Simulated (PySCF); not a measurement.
**UHF on I (iodine, neutral)**

Configuration: [Kr] 4d10 5s2 5p5, 2P determinant. Calculation: PySCF 2.14, in aug-cc-pVQZ-PP with ECP28MDF; scalar relativity through the core potential.

```
Total energy                                                  : -294.662494 hartree
One-electron energy                                           : -513.6528 hartree
Hartree (Coulomb) energy                                      : 240.0138 hartree
Exchange energy                                               : -21.0235 hartree
⟨S²⟩                                                          : 0.7612
⟨L²⟩                                                          : 2.047
Sum of ⟨r⟩                                                    : 32.17 bohr
Sum of ⟨r²⟩                                                   : 60.23 bohr²
Traceless quadrupole moment −½Σ⟨3z² − r²⟩ along its main axis : 2.67 e·bohr²
```

| shell | electrons | mean orbital energy (hartree) | spread (hartree) | rms radius, mean of both spins (bohr) |
| --- | --- | --- | --- | --- |
| 4s α | 1 | -7.74940 | 0 | 0.796 |
| 4s β | 1 | -7.74162 | 0 | 0.796 |
| 4p α | 3 | -5.57429 | 0.02288 | 0.854 |
| 4p β | 3 | -5.56650 | 0.00260 | 0.854 |
| 4d α | 5 | -2.30094 | 0.02468 | 0.999 |
| 4d β | 5 | -2.29482 | 0.01303 | 0.999 |
| 5s α | 1 | -0.92272 | 0 | 2.15 |
| 5s β | 1 | -0.83293 | 0 | 2.15 |
| 5p α | 3 | -0.41976 | 0.06035 | 2.66 |
| 5p β | 2 | -0.38253 | 0 | 2.66 |

Energies and moments cover only the electrons outside the core potential.
